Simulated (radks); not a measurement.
Values are calculated unless marked as measured or tabulated.
Ionisation of neutral indium, [Kr] 4d10 5s2 5p1, to In+, [Kr] 4d10 5s2, under several functionals. Scalar-relativistic Kohn-Sham, spin-polarised, spherical densities, finite nucleus; open shells are filled with parallel spins first (spin-orbit coupling, left out, can overturn this in heavy ions); a radial shooting solver on a logarithmic mesh with Libxc functionals.

| functional | E(In) (hartree) | Exc (hartree) | IE (eV) | -e(HOMO) (eV) | <r> HOMO (bohr) | IE error (eV) |
|---|---|---|---|---|---|---|
| exchange-only LDA | -5871.64969 | -149.52973 | 4.893 | 2.239 | 3.845 | -0.893 |
| AM05 | -5876.53991 | -154.49982 | 5.480 | 2.740 | 3.669 | -0.306 |
| MS2 meta-GGA | -5881.40919 | -159.28956 | 5.501 | 2.783 | 3.685 | -0.285 |
| LDA (Slater exchange, Perdew-Wang correlation) | -5876.31045 | -154.26204 | 5.715 | 2.900 | 3.643 | -0.071 |
| r2SCAN | -5882.30942 | -160.06345 | 5.487 | 2.870 | 3.625 | -0.299 |
| LDA (Slater exchange, VWN5 correlation) | -5876.33075 | -154.28282 | 5.719 | 2.906 | 3.642 | -0.068 |
| PBE | -5881.49996 | -159.50135 | 5.523 | 2.779 | 3.704 | -0.263 |
| Wu-Cohen GGA | -5880.76730 | -158.76142 | 5.536 | 2.794 | 3.653 | -0.251 |

NIST Atomic Spectra Database: 5.786 eV (measured). Closest: LDA (Slater exchange, VWN5 correlation). The Delta-SCF values span 0.83 eV, the total energies 10.66 hartree. The highest occupied level is 5p. Open shells are spherical and high-spin; term and fine-structure splittings are not resolved. Spin-orbit splitting is averaged out at the scalar-relativistic level.
